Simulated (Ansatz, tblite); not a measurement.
Cost and result up the ladder for Na₂Li₅⁻ (the lowest singlet isomer of a short search) (7 atoms). Charge -1, multiplicity 1. Geometry: PBE/def2-TZVPD.

```xyz
7

Li    0.894    1.157   -1.488
Li    1.263   -1.584   -0.528
Li   -1.209   -0.047    0.243
Li   -0.752    2.707    0.632
Li    1.477    0.673    1.313
Na   -0.326   -1.877    2.462
Na   -1.348   -1.029   -2.633
```

Ansatz on 2 threads of Arm Neoverse V1 on a shared host; xTB runs through tblite on one thread. Times are rough, summed over both states, and most runs start from the orbitals of an earlier one. No level here is sound enough to serve as a yardstick. The other state is a triplet.

The xTB rows come from tblite. The structure comes from a short search, and lower isomers may exist.

xTB has no spin-polarisation term.

```tsv
level	functions	wall time	vertical triplet (eV)	remarks
GFN2-xTB	28	0.014 s	1.52	–
PBE/def2-TZVPD	155	12 s	0.38	HOMO above zero (singlet), HOMO above zero (triplet), restricted SCF unstable in HF (singlet)
PBE0/def2-TZVPD	155	23 s	0.37	HOMO above zero (triplet), restricted SCF unstable in HF (singlet)
r2SCAN/def2-TZVPD	155	55 s	0.26	HOMO above zero (singlet), HOMO above zero (triplet), restricted SCF unstable in HF (singlet), spin-contaminated (⟨S²⟩ 2.13) (triplet)
```
